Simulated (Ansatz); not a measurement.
System: CH₂O (charge 0, singlet). 
Coordinates optimised at B3LYP-D3(BJ)/def2-TZVP (Ansatz, a quantum-chemistry and plane-wave program):
```
O
H 1 0.9706
C 1 1.3085 2 109.01
H 3 1.1140 1 102.40 2 180.00
```
Charge 0, spin multiplicity 1.

Atomisation energy built up term by term with Ansatz (kcal/mol; UHF references for open shells; valence terms freeze the core; atomic spin-orbit terms are left out). CBS marks a two-point X^-3 extrapolation of the correlation energy; Hartree-Fock from the larger set.

The Hartree-Fock reference is unstable (checked in the largest basis), which strains HF and MP2. 

```tsv
term	basis	kcal/mol
Hartree-Fock	aug-cc-pVQZ	209.73
CCSD correlation	CBS(aug-cc-pVTZ,aug-cc-pVQZ)	104.69
(T)	CBS(aug-cc-pVTZ,aug-cc-pVQZ)	7.40
CCSDT - CCSD(T)	cc-pVDZ	0.15
(Q)	cc-pVDZ	0.47
core correlation	cc-pwCVTZ	0.94
scalar relativity (X2C)	cc-pVTZ-DK against cc-pVTZ	-0.33
sum: De		323.1
```

(T) makes 2.3 % of the CCSD(T) atomisation energy; under 5 % is typical of single-reference molecules.
